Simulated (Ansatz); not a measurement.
Correlation energies of `C[SiH]1[O][Al]1[OH]` by basis set

```xyz
10

C    -1.622    1.086   -0.127
Si    0.121    0.571   -0.530
O     1.163    0.393    0.776
Al    1.274   -1.247    0.216
O     2.169   -2.511    0.878
H    -2.076    0.444    0.629
H    -2.242    1.061   -1.027
H    -1.616    2.116    0.247
H     0.625    1.489   -1.594
H     2.203   -3.401    0.533
```

The species carries charge 0 and has multiplicity 1. All single points use the PBE0-D4/def2-TZVP geometry. It is one conformer, not always the lowest. Frozen core, restricted reference, the Gaussian-basis code of Ansatz. CBS rows extrapolate triple and quadruple zeta; past MP2 they add the triple-zeta difference.

```json
{"basis": "def2-TZVPP", "HF (Eh)": "-721.56380", "MP2 corr.": "-0.84437", "CCSD corr.": "-0.87293", "(T)": "-0.03498", "CCSD(T) total": "-722.47171"}
{"basis": "def2-QZVPP", "HF (Eh)": "-721.58953", "MP2 corr.": "-0.90915", "CCSD corr.": "–", "(T)": "–", "CCSD(T) total": "–"}
{"basis": "CBS(def2)", "HF (Eh)": "-721.59308", "MP2 corr.": "-0.95714", "CCSD corr.": "-0.98570", "(T)": "as TZ", "CCSD(T) total": "-722.61376"}
```
